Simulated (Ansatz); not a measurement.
Compare A (`[CH3][GeH]([F])[CH]=O`) with its isomer B (`C[C](=O)[GeH2][F]`).

Calculated with Ansatz (gas phase, PBE0-D4/def2-TZVP geometries, no zero-point term in ΔE). CCSD(T)/CBS is the MP2 limit (def2-TZVPP, def2-QZVPP) plus CCSD(T) − MP2 in def2-TZVPP, frozen cores. DFT in def2-TZVPP. B3LYP here is the variant with VWN-RPA as its local correlation; programs differ in this. For Ge outer-core shells are correlated without core-valence functions, which leaves a few kJ/mol of doubt a bond. Scalar relativity is left out up to krypton. One conformer a species, not always the lowest.

Task: Which is lower in electronic energy at CCSD(T)/CBS, and by how much? (Best estimate.)

Result: Ansatz gave: A, by 1.3 kcal/mol.

Task: Give E(B) − E(A) in kcal/mol with PBE0-D4, HF/def2-TZVPP, ωB97M-V, r2SCAN-D4, B3LYP-D4, CCSD/def2-TZVPP, PBE-D4. (Estimate.)

Result: Ansatz gave: PBE0-D4 -0.2, HF/def2-TZVPP 0.7, ωB97M-V 0.5, r2SCAN-D4 -0.6, B3LYP-D4 -0.1, CCSD/def2-TZVPP 1.8, PBE-D4 -0.7. The order is the other way round with PBE0-D4, r2SCAN-D4, PBE-D4.

Largest T1 diagnostic: 0.014.

In def2-TZVPP, CCSD(T) changes the Hartree–Fock value by +0.9 kcal/mol (the triples alone add −0.2 kcal/mol) and MP2 by +1.0 kcal/mol.
